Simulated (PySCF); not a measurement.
SnSe, r²SCAN: how much the basis matters

PySCF, UKS reference; singlet, unpaired electrons none; De to Sn + Se without counterpoise correction.

```json
{"basis": "cc-pVDZ-PP", "relativity": "scalar-relativistic core potentials", "functions": "46", "Re (Å)": "2.346", "ωe (cm⁻¹)": "330", "De (eV)": "4.61", "μ (D)": "-2.84"}
{"basis": "def2-SVP", "relativity": "scalar-relativistic core potentials", "functions": "58", "Re (Å)": "2.347", "ωe (cm⁻¹)": "332", "De (eV)": "4.66", "μ (D)": "-2.79"}
{"basis": "def2-TZVPP", "relativity": "scalar-relativistic core potentials", "functions": "98", "Re (Å)": "2.332", "ωe (cm⁻¹)": "333", "De (eV)": "4.75", "μ (D)": "-2.97"}
```

Q: How does each smaller set differ from the one with most functions, def2-TZVPP?

A: cc-pVDZ-PP: +1.4 pm, -0.9 % in ωe, -0.14 eV in De; def2-SVP: +1.5 pm, -0.3 % in ωe, -0.09 eV in De. All at r²SCAN; the set with most functions is neither the basis-set limit nor always the best.

A positive dipole means Sn(−)Se(+). These are scalar-relativistic numbers at best; spin–orbit coupling would shift them, the dissociation energy most.
